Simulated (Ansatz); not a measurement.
Coupled-cluster diagnostics for the cluster PSe2, Ansatz.

Geometry of the doublet (PBE-D4/def2-TZVP):

Cartesian coordinates in Å:
```
P -0.904 -1.079 1.097
Se 0.574 0.377 0.568
Se 0.330 0.702 -1.665
```

Correlated methods freeze 23 core orbitals; core or outer-core shells of Se are correlated, in sets that lack core-valence functions. In CCSD on the charge 0 doublet the largest single amplitude is 0.26, so its Hartree–Fock determinant may place the open shell otherwise than the density functionals do. Another isomer (doublet) lies 1.16 eV lower at PBE0-D4/def2-TZVP; other spin states weren't run for this one.

Question: Estimate the CCSD(T) correlation energy, the shares of MP2 and (T), T1 and the reference's ⟨S²⟩ for: charge 0, doublet, own geometry in def2-TZVPP; and the rough time on 4 threads of Arm Neoverse V2 on a shared host.

Answer: 
```
                          state       basis  correlation (eV)  MP2 share (%)  (T) share (%)     T1  ⟨S²⟩ (pure)  wall time                        remarks
charge 0, doublet, own geometry  def2-TZVPP           -18.277           91.0            4.7  0.037  1.72 (0.75)       26 s  spin-contaminated (⟨S²⟩ 1.72)
```
Customary marks for T1 are 0.02 (closed shells), 0.045 (open shells) and about 0.05 (3d metals). T1 exceeds 0.02 in 1 of 1 rows and 0.045 in 0; the higher it lies, the less the single-reference result can be trusted.
